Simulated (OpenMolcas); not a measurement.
# F+: effect of the IPEA shift

* Program: OpenMolcas 26.06
* Basis: ANO-RCC-VTZP [4s3p2d1f]
* Scalar Hamiltonian: DKH2, point nucleus
* Active space: 6 electrons in 9 orbitals (RAS2 2s 2p; RAS3 3d, at most 2 electrons)
* State averaging: 2S+1 = 3 even, 3 roots; 2S+1 = 1 even, 6 roots; 2S+1 = 3 odd, 3 roots; 2S+1 = 1 odd, 3 roots
* Spin-orbit coupling: state interaction with AMFI integrals over the reference wave functions, term energies averaged over their components

Methods on the same reference wave functions:
A. RASSCF
B. SS-RASPT2, IPEA 0 Eh, imaginary shift 0.1 Eh (closed shells correlated: 1s)
C. SS-RASPT2, IPEA 0.25 Eh, imaginary shift 0.1 Eh (closed shells correlated: 1s)

Energies in cm-1 above 2s2 2p4 3P2, the measured ground level; measured values from NIST Handbook of Basic Atomic Spectroscopic Data.

```json
{"Level": "2s2 2p4 3P2", "A": "0.0", "B": "0.0", "C": "0.0", "Measured": "0.0"}
{"Level": "2s2 2p4 3P1", "A": "322", "B": "322", "C": "322", "Measured": "341"}
{"Level": "2s2 2p4 3P0", "A": "477", "B": "477", "C": "477", "Measured": "490"}
{"Level": "2s2 2p4 1D2", "A": "22136", "B": "21120", "C": "21130", "Measured": "20873"}
{"Level": "2s2 2p4 1S0", "A": "46967", "B": "45190", "C": "45280", "Measured": "44918"}
{"Level": "2s 2p5 3P* 2", "A": "168420", "B": "165530", "C": "165610", "Measured": "164798"}
{"Level": "2s 2p5 3P* 1", "A": "168730", "B": "165840", "C": "165920", "Measured": "165107"}
{"Level": "2s 2p5 3P* 0", "A": "168886", "B": "165990", "C": "166070", "Measured": "165279"}
{"Level": "2s 2p5 1P* 1", "A": "244619", "B": "238090", "C": "238220", "Measured": ""}
```

Deviations, from unrounded energies. A percentage is the sum of absolute deviations over the sum of measured energies, with the sign that they share, or ± where signs differ.

| Against measurement | Levels | A | B | C |
| --- | --- | --- | --- | --- |
| mean absolute deviation (cm-1) | 7 | 2000 | 390 | 440 |
| fine structure of the ground term (%) | 2 | -3.9 | -3.9 | -3.9 |
| other terms of the ground configuration (%) | 2 | +5.0 | +0.8 | +0.9 |
| other configurations (%) | 3 | +2.2 | +0.4 | +0.5 |

B lies closest to measurement on these levels and A furthest from it. The largest miss of B in the table is 2s 2p5 3P* 1, by +730 cm-1. The ranking rests on the paired levels alone, and a cruder setting can come out closer through cancelling errors.

Between B and C the level of the table that moves most is 2s 2p5 1P* 1, by 130 cm-1 (lowest in B, highest in C). Moves below CASPT2's spread within the term are not significant.

From A to B the spin-free energies of the other terms of 2s2 2p4 shown, above 3P, scale by factors of 0.95 to 0.96.

The lowest spin-free term lies below A's lowest term by 0.089 hartree in B, 0.088 hartree in C.

CASPT2 does not keep the components of a term degenerate, so their means are used; among the terms shown or strongly mixed into the levels shown the widest spread is 15 cm-1 (2s2 2p4 1D, C). Active for correlation alone: 3d; no level in the range computed is led by a configuration that fills it, so any true level of that kind is missing. Without dynamic correlation excited terms often stand tens of per cent too high (terms of higher spin than the ground term too low), and those without a measured partner can miss by more than the paired ones (holds for A). Measured partners are found by configuration, term and J. A level has none where our copy of the source lacks it or the pairing is in doubt (some pairs that miss far off the trend of their configuration count as doubtful), and it then counts in no deviation. Levels of configurations outside the active space are missing.

* marks odd parity.
